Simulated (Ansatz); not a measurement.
CH₅GeNS, SMILES `[NH2][GeH]1[CH2][S]1`. Total charge 0; spin multiplicity 1. Geometry: relaxed with PBE0-D4/def2-TZVP. It is one conformer, not always the lowest.

```xyz
9

N    -1.288   -0.460   -1.129
Ge   -0.086   -0.597    0.232
C     1.291    0.720    0.395
S     0.071    0.949    1.790
H    -2.121   -1.017   -0.998
H    -1.561    0.492   -1.335
H     0.110   -2.055    0.633
H     1.303    1.544   -0.313
H     2.281    0.424    0.726
```

Question: What is the dipole moment at r2SCAN/def2-TZVPP? (An estimate is asked.)

Answer: Ansatz gave: 2.02 D, with components (-0.62, -0.97, -1.66) D in this frame, pointing from negative to positive charge.

Question: And with PBE, B3LYP, ωB97M-V? (Estimate.)

Answer: The calculation gave: PBE 1.96 D, B3LYP 1.97 D, ωB97M-V 1.99 D.

Question: Give the Mulliken charges with r2SCAN, PBE, B3LYP in def2-TZVPP. (Estimate.)

Answer: Computed: 
```
atom  r2SCAN    PBE  B3LYP
  N1   -0.41  -0.37  -0.37
 Ge2    0.34   0.30   0.35
  C3   -0.12  -0.19  -0.22
  S4   -0.31  -0.29  -0.29
  H5    0.15   0.15   0.13
  H6    0.15   0.15   0.14
  H7    0.02   0.01   0.02
  H8    0.09   0.12   0.12
  H9    0.10   0.12   0.13
```

B3LYP here is the variant with VWN-RPA as its local correlation; programs differ in this.
